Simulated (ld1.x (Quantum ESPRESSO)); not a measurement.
# palladium: TM pseudisation with PBEsol, scalar-relativistic reference atom.

The input file (ld1.x (Quantum ESPRESSO) 7.5):

```
&input
   title='Pd', zed=46., rel=1, dft='PBESOL', iswitch=3,
   config='[Kr] 4d7 5s0 5p0',
   nld=3, rlderiv=1.85, eminld=-11.0, emaxld=5.0, deld=0.04
 /
 &inputp
   pseudotype=2, tm=.true., lloc=0,
   nlcc=.false.,
   file_pseudopw='Pd.UPF', file_wfcaegen='ae.wfc', file_wfcncgen='nc.wfc', file_beta='beta', file_chi='chi'
 /
3
4P  2  1   6.00   0.00  1.20  1.20  0.0
4D  3  2   7.00   0.00  1.05  1.05  0.0
4S  1  0   2.00   0.00  1.70  1.70  0.0
 &test
   configts(1)='4s2 4p6 4d7 5s0 5p0'
 /
```

Command:

```bash
ld1.x < Pd.in > Pd.out
```

The program printed (shortened: banner, matrices, multipoles, cross overlaps and the repeated all-electron block are left out):

```
Program LD1 v.7.5
     --------------------------- All-electron run ----------------------------

     Pd
     scalar relativistic calculation

     atomic number is 46.00
     dft =PBESOL   lsd =0 sic =0 latt =0  beta=0.20 tr2=1.0E-14
     Exchange-correlation= PBESOL
                           (   1   4  10   8   0   0   0)
     mesh =1235 r(mesh) =  99.12271 a.u. xmin = -7.00 dx = 0.01250
     1 Ry =  13.60569312 eV, c = 137.03599908

     n l     nl                  e(Ry)          e(Ha)          e(eV)
     1 0     1S 1( 2.00)     -1778.2396      -889.1198    -24194.1820
     2 0     2S 1( 2.00)      -262.2740      -131.1370     -3568.4191
     2 1     2P 1( 6.00)      -235.5020      -117.7510     -3204.1677
     3 0     3S 1( 2.00)       -49.7733       -24.8866      -677.1998
     3 1     3P 1( 6.00)       -40.9755       -20.4877      -557.4998
     4 0     4S 1( 2.00)        -9.2584        -4.6292      -125.9674
     4 1     4P 1( 6.00)        -6.7154        -3.3577       -91.3676
     3 2     3D 1(10.00)       -26.9940       -13.4970      -367.2725
     4 2     4D 1( 7.00)        -3.0592        -1.5296       -41.6219
     5 0     5S 1( 0.00)        -2.2385        -1.1193       -30.4565
     5 1     5P 1( 0.00)        -1.6905        -0.8453       -23.0005

     final scf error:  4.8E-15 reached in  30 iterations

     Etot =  -10082.142347 Ry,   -5041.071174 Ha, -137174.534798 eV

     Ekin =   10457.384113 Ry,    5228.692057 Ha,  142279.959116 eV
     Encl =  -24239.925444 Ry,  -12119.962722 Ha, -329800.986917 eV
     Eh   =    3980.539646 Ry,    1990.269823 Ha,   54158.000893 eV
     Exc  =    -280.140663 Ry,    -140.070331 Ha,   -3811.507890 eV

     normalization and overlap integrals

     s(1S/1S) =  1.000000  <r> =   0.0319  <r2> =    0.0014  r(max) =   0.0207
     s(2S/2S) =  1.000000  <r> =   0.1384  <r2> =    0.0226  r(max) =   0.1175
     s(2P/2P) =  1.000000  <r> =   0.1207  <r2> =    0.0178  r(max) =   0.0938
     s(3S/3S) =  1.000000  <r> =   0.3795  <r2> =    0.1648  r(max) =   0.3401
     s(3P/3P) =  1.000000  <r> =   0.3789  <r2> =    0.1667  r(max) =   0.3358
     s(4S/4S) =  1.000000  <r> =   0.9378  <r2> =    0.9955  r(max) =   0.8469
     s(4P/4P) =  1.000000  <r> =   1.0238  <r2> =    1.1976  r(max) =   0.9015
     s(3D/3D) =  1.000000  <r> =   0.3577  <r2> =    0.1526  r(max) =   0.2819
     s(4D/4D) =  1.000000  <r> =   1.3047  <r2> =    2.0084  r(max) =   1.0606
     s(5S/5S) =  1.000000  <r> =   2.3842  <r2> =    6.3671  r(max) =   2.1358
     s(5P/5P) =  1.000000  <r> =   2.7845  <r2> =    8.6989  r(max) =   2.5127

     ------------------------ End of All-electron run ------------------------

     --------------------- Generating NC pseudopotential ---------------------

      Generating local pot.: lloc=0, matching radius rcloc =   1.7000

      Wfc   4P  rcut= 1.187  Using Troullier-Martins method

      Wfc   4D  rcut= 1.047  Using Troullier-Martins method

     ------------------- End of pseudopotential generation -------------------

     Computing logarithmic derivative in   1.84989

       Warning: n=2, l=0 expected 1 nodes, found 2
       Setting wfc to zero for this iteration
       (This warning will only be printed once per wavefunction)

     Computing logarithmic derivative in   1.84989
     Computing the partial wave expansion
       no projector for channel:   0
     R is outside the sphere for l=    1 j= 0.00
     R is outside the sphere for l=    2 j= 0.00

     ---------------------- Testing the pseudopotential ----------------------

     Pd
     scalar relativistic calculation

     atomic number is 46.00   valence charge is 18.00
     dft =PBESOL   lsd =0 sic =0 latt =0  beta=0.20 tr2=1.0E-14
     mesh =1235 r(mesh) =  99.12271 xmin = -7.00 dx = 0.01250

     n l     nl             e AE (Ry)        e PS (Ry)    De AE-PS (Ry)
     1 0     4S   1( 2.00)       -9.25843       -9.25843       -0.00000
     2 1     4P   1( 6.00)       -6.71540       -6.71546        0.00006
     3 2     4D   1( 7.00)       -3.05915       -3.05908       -0.00007
     2 0     5S   1( 0.00)       -2.23851       -2.66895        0.43044  !
     3 1     5P   1( 0.00)       -1.69051       -1.80827        0.11776  !

     eps = 7.2E-15  iter = 52

     Etot =  -10082.142347 Ry,   -5041.071174 Ha, -137174.534798 eV
     Etotps =  -251.135149 Ry,    -125.567575 Ha,   -3416.867774 eV

     Ekin =      86.943513 Ry,      43.471756 Ha,    1182.926752 eV
     Encl =    -481.345141 Ry,    -240.672571 Ha,   -6549.034276 eV
     Ehrt =     177.798349 Ry,      88.899174 Ha,    2419.069769 eV
     Ecxc =     -22.324146 Ry,     -11.162073 Ha,    -303.735486 eV
     Epseu=     -12.207723 Ry,      -6.103862 Ha,    -166.094533 eV

     ---------------------- End of pseudopotential test ----------------------
```

Generation and configuration tests took about 2.7 s on one core of a shared server CPU.

Transferability test of the new file with ld1.x, input:

```
&input
   title='Pd', zed=46., rel=1, dft='PBESOL', iswitch=2,
   config='[Kr] 4d7 5s0 5p0'
 /
 &test
   file_pseudo='Pd.UPF', nconf=8,
   configts(1)='4s2 4p6 4d7 5s0 5p0',
   configts(2)='4s2 4p6 4d10 5s0 5p0',
   configts(3)='4s2 4p6 4d9 5s0 5p0',
   configts(4)='4s2 4p6 4d8 5s0 5p0',
   configts(5)='4s1 4p6 4d10 5s0 5p0',
   configts(6)='4s2 4p6 4d9.5 5s0 5p0',
   configts(7)='4s2 4p5 4d10 5s0 5p0',
   configts(8)='4s2 4p6 4d8 5s1 5p0'
 /
```

```bash
ld1.x < Pd.test.in > Pd.test.out
```

Pseudopotential blocks of its output, shortened (energy terms left out; the distinct warnings before each block abridged to one line each):

```
     Warning: convergence not achieved
     Warning: n=2, l=0 expected 1 nodes, found 2
     ---------------------- Testing the pseudopotential ----------------------

     n l     nl             e AE (Ry)        e PS (Ry)    De AE-PS (Ry)
     1 0     4S   1( 2.00)       -9.25843       -9.25843       -0.00000
     2 1     4P   1( 6.00)       -6.71540       -6.71546        0.00006
     3 2     4D   1( 7.00)       -3.05915       -3.05908       -0.00007
     2 0     5S   1( 0.00)       -2.23851       -2.66895        0.43044  !
     3 1     5P   1( 0.00)       -1.69051       -1.80827        0.11776  !

     eps = 2.7E-12  iter =201

     Etot =  -10082.142347 Ry,   -5041.071174 Ha, -137174.534798 eV
     Etotps =  -251.135149 Ry,    -125.567575 Ha,   -3416.867774 eV

     ---------------------- End of pseudopotential test ----------------------

          Warning: convergence not achieved
     ---------------------- Testing the pseudopotential ----------------------

     n l     nl             e AE (Ry)        e PS (Ry)    De AE-PS (Ry)
     1 0     4S   1( 2.00)       -6.26556       -6.29171        0.02615  !
     2 1     4P   1( 6.00)       -3.75875       -3.77751        0.01875  !
     3 2     4D   1(10.00)       -0.29767       -0.30555        0.00788  !
     2 0     5S   1( 0.00)       -0.24226       -0.31494        0.07268  !
     3 1     5P   1( 0.00)       -0.01718       -0.02234        0.00516  !

     eps = 6.7E-12  iter =201

     Etot =  -10086.867267 Ry,   -5043.433634 Ha, -137238.820611 eV
     Etotps =  -255.885898 Ry,    -127.942949 Ha,   -3481.505000 eV
     dEtot_ae =      -4.724920 Ry
     dEtot_ps =      -4.750749 Ry,   Delta E=       0.025828 Ry

     ---------------------- End of pseudopotential test ----------------------

          ---------------------- Testing the pseudopotential ----------------------

     n l     nl             e AE (Ry)        e PS (Ry)    De AE-PS (Ry)
     1 0     4S   1( 2.00)       -7.09972       -7.12533        0.02561  !
     2 1     4P   1( 6.00)       -4.58699       -4.60746        0.02047  !
     3 2     4D   1( 9.00)       -1.07438       -1.08587        0.01149  !
     2 0     5S   1( 0.00)       -0.80812       -1.04088        0.23276  !
     3 1     5P   1( 0.00)       -0.45059       -0.48683        0.03623  !

     eps = 6.4E-15  iter =191

     Etot =  -10086.196958 Ry,   -5043.098479 Ha, -137229.700583 eV
     Etotps =  -255.205355 Ry,    -127.602678 Ha,   -3472.245745 eV
     dEtot_ae =      -4.054610 Ry
     dEtot_ps =      -4.070206 Ry,   Delta E=       0.015595 Ry

     ---------------------- End of pseudopotential test ----------------------

          ---------------------- Testing the pseudopotential ----------------------

     n l     nl             e AE (Ry)        e PS (Ry)    De AE-PS (Ry)
     1 0     4S   1( 2.00)       -8.11313       -8.12936        0.01623  !
     2 1     4P   1( 6.00)       -5.58812       -5.60195        0.01383  !
     3 2     4D   1( 8.00)       -2.00795       -2.01654        0.00859  !
     2 0     5S   1( 0.00)       -1.48215       -1.80728        0.32514  !
     3 1     5P   1( 0.00)       -1.02340       -1.09632        0.07292  !

     eps = 1.5E-15  iter =113

     Etot =  -10084.666889 Ry,   -5042.333444 Ha, -137208.882938 eV
     Etotps =  -253.664626 Ry,    -126.832313 Ha,   -3451.283064 eV
     dEtot_ae =      -2.524542 Ry
     dEtot_ps =      -2.529477 Ry,   Delta E=       0.004935 Ry

     ---------------------- End of pseudopotential test ----------------------

          Warning: convergence not achieved
     ---------------------- Testing the pseudopotential ----------------------

     n l     nl             e AE (Ry)        e PS (Ry)    De AE-PS (Ry)
     1 0     4S   1( 1.00)       -7.23052       -7.26913        0.03861  !
     2 1     4P   1( 6.00)       -4.70141       -4.71917        0.01775  !
     3 2     4D   1(10.00)       -1.14348       -1.14906        0.00558  !
     2 0     5S   1( 0.00)       -0.81405       -1.05827        0.24422  !
     3 1     5P   1( 0.00)       -0.45133       -0.49187        0.04055  !

     eps = 8.5E-13  iter =201

     Etot =  -10080.142827 Ry,   -5040.071414 Ha, -137147.329946 eV
     Etotps =  -249.124373 Ry,    -124.562187 Ha,   -3389.509771 eV
     dEtot_ae =       1.999520 Ry
     dEtot_ps =       2.010776 Ry,   Delta E=      -0.011256 Ry

     ---------------------- End of pseudopotential test ----------------------

          Warning: convergence not achieved
     ---------------------- Testing the pseudopotential ----------------------

     n l     nl             e AE (Ry)        e PS (Ry)    De AE-PS (Ry)
     1 0     4S   1( 2.00)       -6.65564       -6.68271        0.02707  !
     2 1     4P   1( 6.00)       -4.14668       -4.16737        0.02070  !
     3 2     4D   1( 9.50)       -0.66251       -0.67301        0.01051  !
     2 0     5S   1( 0.00)       -0.50902       -0.66173        0.15271  !
     3 1     5P   1( 0.00)       -0.21038       -0.23120        0.02082  !

     eps = 1.0E-12  iter =201

     Etot =  -10086.629427 Ry,   -5043.314713 Ha, -137235.584623 eV
     Etotps =  -255.643402 Ry,    -127.821701 Ha,   -3478.205679 eV
     dEtot_ae =      -4.487079 Ry
     dEtot_ps =      -4.508253 Ry,   Delta E=       0.021174 Ry

     ---------------------- End of pseudopotential test ----------------------

          Warning: convergence not achieved
     ---------------------- Testing the pseudopotential ----------------------

     n l     nl             e AE (Ry)        e PS (Ry)    De AE-PS (Ry)
     1 0     4S   1( 2.00)       -7.20534       -7.23109        0.02575  !
     2 1     4P   1( 5.00)       -4.68098       -4.69593        0.01495  !
     3 2     4D   1(10.00)       -1.13428       -1.14266        0.00838  !
     2 0     5S   1( 0.00)       -0.81646       -1.06139        0.24494  !
     3 1     5P   1( 0.00)       -0.45323       -0.49274        0.03951  !

     eps = 6.9E-14  iter =201

     Etot =  -10082.669565 Ry,   -5041.334783 Ha, -137181.707968 eV
     Etotps =  -251.667689 Ry,    -125.833844 Ha,   -3424.113339 eV
     dEtot_ae =      -0.527218 Ry
     dEtot_ps =      -0.532539 Ry,   Delta E=       0.005321 Ry

     ---------------------- End of pseudopotential test ----------------------

          ---------------------- Testing the pseudopotential ----------------------

     n l     nl             e AE (Ry)        e PS (Ry)    De AE-PS (Ry)
     1 0     4S   1( 2.00)       -7.41442       -7.31359       -0.10083  !
     2 1     4P   1( 6.00)       -4.88880       -4.79541       -0.09338  !
     3 2     4D   1( 8.00)       -1.32192       -1.24104       -0.08088  !
     2 0     5S   1( 1.00)       -0.91729       -1.12688        0.20959  !
     3 1     5P   1( 0.00)       -0.52642       -0.53362        0.00720  !

     eps = 8.6E-15  iter = 88

     Etot =  -10085.862976 Ry,   -5042.931488 Ha, -137225.156527 eV
     Etotps =  -255.126240 Ry,    -127.563120 Ha,   -3471.169336 eV
     dEtot_ae =      -3.720628 Ry
     dEtot_ps =      -3.991091 Ry,   Delta E=       0.270463 Ry

     ---------------------- End of pseudopotential test ----------------------
```
